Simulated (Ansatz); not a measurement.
`CC[P+]([AlH3-])(CC)CC` at its PBE0-D4/def2-TZVP geometry, where that method's forces vanish. Total charge 0; spin multiplicity 1.

```xyz
26

C    -0.8221   -1.6130    2.1308
C     0.0661   -0.4278    1.7813
P     0.0146   -0.0023    0.0059
Al   -2.2513    0.2934   -0.8815
C     0.9643   -1.3284   -0.8157
C     0.9773   -1.1937   -2.3315
C     1.0667    1.4830   -0.1450
C     0.4092    2.7327    0.4223
H    -0.7994   -1.8030    3.2057
H    -1.8581   -1.4236    1.8425
H    -0.4983   -2.5264    1.6280
H    -0.2727    0.4629    2.3178
H     1.1071   -0.6059    2.0719
H    -2.9498    1.0148    0.3732
H    -2.6457   -1.2401   -1.1562
H    -1.9303    1.2069   -2.1643
H     0.4849   -2.2685   -0.5291
H     1.9795   -1.3426   -0.4045
H    -0.0384   -1.1861   -2.7321
H     1.5132   -2.0303   -2.7843
H     1.4695   -0.2741   -2.6541
H     2.0311    1.2830    0.3344
H     1.2567    1.6144   -1.2139
H     1.0495    3.6037    0.2691
H     0.2246    2.6443    1.4948
H    -0.5482    2.9266   -0.0655
```

Task: What forces (eV/Å) does r2SCAN-D4/def2-TZVPP give on these atoms in the Gaussian-basis code of Ansatz? (An estimate is asked.)

Result: Computed: 
```
C1  -0.094 -0.126  0.048
C2   0.065  0.089  0.058
P3  -0.140  0.019 -0.055
Al4  0.018 -0.003  0.008
C5   0.033 -0.084  0.087
C6   0.006  0.005 -0.164
C7   0.101 -0.030 -0.068
C8  -0.063  0.140  0.057
H9  -0.002 -0.001 -0.016
H10  0.021 -0.003  0.006
H11 -0.007  0.016  0.008
H12  0.006 -0.006  0.006
H13  0.012  0.002  0.003
H14  0.003 -0.011 -0.023
H15 -0.001  0.025  0.001
H16 -0.013 -0.014  0.018
H17  0.010 -0.001 -0.002
H18  0.010 -0.003  0.008
H19  0.020 -0.001  0.009
H20 -0.008  0.014  0.003
H21 -0.010 -0.015  0.006
H22  0.012 -0.004  0.002
H23  0.007  0.003  0.005
H24 -0.011 -0.011  0.005
H25  0.002  0.001 -0.019
H26  0.020 -0.004  0.009
```
